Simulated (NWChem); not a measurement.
CH₃BrMg; SMILES [CH3][Mg][Br]

```xyz
6

Mg    -0.0070    -1.1225    -0.0003
Br     0.0363     1.2424     0.0004
C     -0.0455    -3.2026    -0.0003
H     -0.3058    -3.6026    -0.9945
H     -0.7873    -3.5934     0.7160
H      0.9345    -3.6250     0.2778
```
Atoms are numbered in this order, from 1.

Geometry: optimised at PBE0/def2-SVP.

Spin-orbit effects, on the heavy nuclei and on their neighbours, are missing.

Problem. Give the principal values of the shielding tensors (ppm) of Mg1, Br2, C3 from KT2/pcSseg-1, GIAO (NWChem), with their diamagnetic and paramagnetic parts as GIAO splits them.

Solution. 
| atom | σ11 | σ22 | σ33 | isotropic | diamagnetic | paramagnetic |
|---|---|---|---|---|---|---|
| Mg1 | 328.5 | 328.5 | 714.8 | 457.3 | 713.0 | -255.7 |
| Br2 | 2728.6 | 2728.6 | 3134.3 | 2863.8 | 3127.9 | -264.0 |
| C3 | 199.1 | 206.5 | 206.5 | 204.0 | 251.8 | -47.7 |
